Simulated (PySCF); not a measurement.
## Frontier levels across methods

Compound: C4H5F3.
Z-matrix (Å and degrees, PBE0-D3(BJ)/def2-SVP geometry), rows numbered from 1:
```
C 
C   1  1.5251
C   2  1.4847  1  112.59
F   3  1.3387  2  115.75  1    57.58
C   3  1.3323  2  126.40  1  -121.47
F   5  1.3093  3  124.61  2   179.71
F   5  1.3147  3  123.35  2    -0.73
H   1  1.0996  2  110.81  3  -177.17
H   1  1.1005  2  111.07  3    62.52
H   1  1.0997  2  110.78  3   -57.33
H   2  1.1047  1  109.70  3   120.52
H   2  1.0996  1  111.05  3  -121.90
```

Basis pcSseg-1 throughout (PySCF), one geometry. Geometry: PBE0-D3(BJ)/def2-SVP, one conformer, isolated molecule.

Problem. How do the orbital energies, the gap and the dipole change with the method?

Solution. 
```json
{"method": "OPBE", "kind": "GGA", "HOMO (eV)": "-5.60", "LUMO (eV)": "-0.07", "gap (eV)": "5.53", "μ (D)": "1.68", "SCF cycles": "16"}
{"method": "B97-D", "kind": "GGA", "HOMO (eV)": "-5.71", "LUMO (eV)": "-0.19", "gap (eV)": "5.52", "μ (D)": "1.76", "SCF cycles": "16"}
{"method": "KT3", "kind": "GGA", "HOMO (eV)": "-5.75", "LUMO (eV)": "-0.23", "gap (eV)": "5.53", "μ (D)": "1.70", "SCF cycles": "16"}
{"method": "BP86", "kind": "GGA", "HOMO (eV)": "-5.81", "LUMO (eV)": "-0.33", "gap (eV)": "5.47", "μ (D)": "1.74", "SCF cycles": "15"}
{"method": "BHandHLYP", "kind": "global hybrid", "HOMO (eV)": "-8.36", "LUMO (eV)": "1.68", "gap (eV)": "10.04", "μ (D)": "2.07", "SCF cycles": "12"}
{"method": "wB97X-D", "kind": "range-separated hybrid", "HOMO (eV)": "-8.99", "LUMO (eV)": "2.52", "gap (eV)": "11.50", "μ (D)": "1.96", "SCF cycles": "13"}
{"method": "LC-wPBE", "kind": "range-separated hybrid", "HOMO (eV)": "-9.76", "LUMO (eV)": "3.04", "gap (eV)": "12.80", "μ (D)": "1.93", "SCF cycles": "13"}
{"method": "HF", "kind": "Hartree–Fock", "HOMO (eV)": "-10.17", "LUMO (eV)": "4.10", "gap (eV)": "14.27", "μ (D)": "2.24", "SCF cycles": "11"}
```

The HOMO spans 4.57 eV, from OPBE down to HF, and the gap runs from 5.47 eV (BP86) to 14.27 eV (HF). Over the methods OPBE (0 %), B97-D (0 %), KT3 (0 %), BP86 (0 %), BHandHLYP (50 %), HF (100 %), a straight line through the gap against the share of exact exchange rises by 0.88 eV for each 10 % (correlation coefficient 1.000). The dipole ranges from 1.68 D (OPBE) to 2.24 D (HF). This basis has no diffuse functions.
